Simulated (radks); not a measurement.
Task: Excited configurations of neutral bromine: one electron is placed in a higher orbital outside [Ar] 3d10 4s2 4p4. The ground configuration is [Ar] 3d10 4s2 4p5. All-electron calculation, scalar-relativistic Kohn-Sham, PBEsol, spin-polarised, spherical densities, point nucleus; open shells are filled with parallel spins first. Program: a radial shooting solver on a logarithmic mesh with Libxc functionals. Excitation = E - E(ground); binding = E(ion) - E, where the ion is the core of charge +1; n* = 1/sqrt(2 binding) in atomic units, and the quantum defect is n - n*.

outer orbital  excitation (eV)  binding (eV)     n*  quantum defect  eigenvalue (eV)  <r> (bohr)
5s                       7.862         4.001  1.844           3.156           -2.320       5.446
6p                      10.477         1.387  3.132           2.868           -0.833       15.24
6d                      11.026         0.837  4.031           1.969           -0.514       24.23
7s                      10.794         1.070  3.567           3.433           -0.694       20.96
7p                      10.996         0.867  3.961           3.039           -0.558       25.32
7f                      11.502         0.362  6.130           0.870           -0.245       60.38

Estimate the row for 5p.

Result: excitation (eV) 9.280; binding (eV) 2.584; n* 2.295; quantum defect 2.705; eigenvalue (eV) -1.421; <r> (bohr) 7.482. The Delta-SCF ionisation energy is 11.864 eV (NIST Atomic Spectra Database: 11.814 eV, measured). Self-interaction in the functional shifts the binding energies and quantum defects, so they are the method's values and not measured ones. Open shells are spherical and high-spin; term and fine-structure splittings are not resolved.
